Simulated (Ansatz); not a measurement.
Cartesian coordinates in Å:
```
N 1.9610 2.8870 -0.4284
C 1.3105 1.9468 -0.2865
C 0.5294 0.7740 -0.1156
C -0.7908 0.7346 0.1559
C -1.2132 -0.6875 0.2552
C 0.0446 -1.4486 0.0037
C 1.0515 -0.5921 -0.2105
H -1.4424 1.5870 0.2822
H -1.6457 -0.9131 1.2390
H -1.9974 -0.9282 -0.4747
H 0.1082 -2.5275 0.0002
H 2.0843 -0.8323 -0.4205
```

Total charge 0; spin multiplicity 1.

Q: List the CAM-B3LYP/def2-TZVPP orbital energies in eV (Ansatz 0.2.0). (Estimate.)

A: Computed: Occupied: -391.59, -280.22, -279.94, -279.79, -279.65, -279.48, -279.41, -27.20, -26.54, -22.88, -22.30, -18.96, -17.81, -17.00, -14.68, -14.12, -13.37, -12.89, -12.42, -12.33, -11.88, -10.93, -10.20, -8.41. Lowest empty: -0.53, 1.46, 1.89, 2.14, 2.75, 3.04, 3.35, 3.47.
